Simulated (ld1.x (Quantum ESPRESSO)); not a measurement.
Configuration tests for rhodium (Rh) (RRKJ)

Rh (Z = 45), norm-conserving RRKJ (Kleinman–Bylander form), made with ld1.x (Quantum ESPRESSO) 7.5 (PBEsol, scalar-relativistic). Core [Ar] 3d10, reference 4s2 4p6 4d7 5s0 5p0 (charge +2). Waves: 4p (bound): rc 1.65 bohr; 4d (bound): rc 1.25 bohr; 4f channel at 0.1 Ry: rc 1.35 bohr; 4s (bound): rc 1.30 bohr. Local part: the s channel. Core correction: none. rho0 = 0.005.

Energies are relative to the spin-unpolarised reference configuration 4s2 4p6 4d7 5s0 5p0; without spin polarisation the order of configurations can differ from experiment.

| valence configuration | charge | ΔE all-electron (eV) | error AE − PS (meV) |
| --- | --- | --- | --- |
| 4s2 4p6 4d8 5s0 5p0 | +1 | -19.509 | +6.8 |
| 4s2 4p6 4d6 5s0 5p0 | +3 | 32.493 | +10 |
| 4s2 4p6 4d5 5s0 5p0 | +4 | 79.417 | +59 |
| 4s2 4p6 4d8 5s0.5 5p0 | +0.5 | -24.043 | +220 |
| 4s2 4p5 4d8 5s1 5p0 | +1 | 29.624 | +588 |
| 4s2 4p6 4d9 5s0 5p0 | 0 | -27.884 | +15 |

Problem. What are ΔE and the potential's error for 4s2 4p6 4d8 5s1 5p0?

Solution. ΔE = -26.971 eV all-electron; the error (AE − PS) is +376 meV.

ld1.x printed “convergence not achieved” for 6 of the counted tests; their residual had stalled under 1e-8, short of the target of 1e-14.
